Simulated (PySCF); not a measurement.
C$_{6}$H$_{4}$O: full NMR table

- Formula: C6H4O
- SMILES: C#Cc1ccco1
- Point group of the computed structure: Cs
- Degrees of unsaturation: 5
- Carbon signals: 6
- Proton signals: 4

Numbering as in the mapped SMILES `[CH:1]#[C:2][c:3]1[cH:4][cH:5][cH:6][o:7]1`. Hydrogens are named by the atom that carries them.

Relativity neglected, one computed conformer, no solvent model. J: B3LYP/pcJ-1 (without the spin–dipole term); KT2/pcSseg-2 with gauge-including orbitals; PBE0-D3(BJ)/def2-SVP geometry; PySCF 2.14.

Chemical shifts δ = σref − σ; TMS for 1H (31.18 ppm) and 13C (182.28 ppm); 17O (324.36 ppm) vs H2O, all at this level.

```tsv
carbon	δC, type	δH (multiplicity, J in Hz)	HMBC from (abs. J ≥ 3 Hz)	span of the C tensor (ppm)
C1	82.7, CH	3.51 (s)	–	162
C2	73.9, C	–	H(C1)	271
C3	135.6, C	–	H(C6), H(C4), H(C5), H(C1)	113
C4	116.7, CH	6.74 (d, 3.9)	H(C6), H(C5)	170
C5	110.0, CH	6.45 (dd, 3.9, 2.3)	H(C6), H(C4)	160
C6	141.4, CH	7.38 (d, 2.3)	H(C4), H(C5)	131
```

Other nuclei:
```json
{"atoms": "O7", "nucleus": "17O", "environment": "aromatic ring oxygen", "δ (ppm)": "308.9", "σ (ppm)": "15.5"}
```

Selected couplings (Hz, signed; the shortest-range and largest first, 30 at most; isotopes 13C, 1H): 1J(C1,H(C1)) 278.1, 1J(C6,H(C6)) 212.9, 1J(C1,C2) 208.8, 1J(C4,H(C4)) 187.6, 1J(C5,H(C5)) 185.9, 1J(C2,C3) 130.7, 1J(C3,C4) 79.8, 1J(C5,C6) 72.7, 1J(C4,C5) 57.2, 2J(C1,C3) 18.6, 2J(C2,C4) 7.9, 2J(C3,C6) 5.1, 2J(C3,C5) 3.6, 3J(C2,C5) 4.5, 3J(C2,C6) 3.9, 3J(H(C4),H(C5)) 3.9, 3J(C1,C4) 2.6, 3J(H(C5),H(C6)) 2.3, 4J(C1,C6) 1.6.

1. Carbon types of the structure: 2 × C, 4 × CH, which accounts for all hydrogens.
2. δC 141.4: aromatic CH next to the ring oxygen.
3. δC 135.6: substituted aromatic carbon next to the ring oxygen.
4. δC 116.7, 110.0: aromatic CH.
5. δC 82.7: terminal alkyne carbon; sp carbons lie upfield of alkene carbons because the cylindrical π system leaves one tensor component strongly shielded.
6. δC 73.9: alkyne carbon; sp carbons lie upfield of alkene carbons because the cylindrical π system leaves one tensor component strongly shielded.
7. The protons at 6.74 and 6.45 share a coupling of 3.9 Hz (vicinal, an ortho-type coupling).

Multiplet labels drop couplings under 1 Hz and merge nearly equal ones. Unscaled 3J(H,H) at this level run about 10 % above measured values. Shifts are as computed. Against solution values, carbons near 30 ppm lie about +3 ppm off and those near 130 ppm about -1 ppm. Of 1211 compounds with measured shifts, 218 miss one by over three times the rms of a fit or turn the order of signals round; such compounds aren't used in these exercises. Unscaled 17O shifts of doubly bonded oxygen tend to come out too high, by tens of ppm or more. Experimental scales use liquid or dissolved standards, which lie at an offset from isolated H2O (liquid H2O: subtract about 36 ppm).
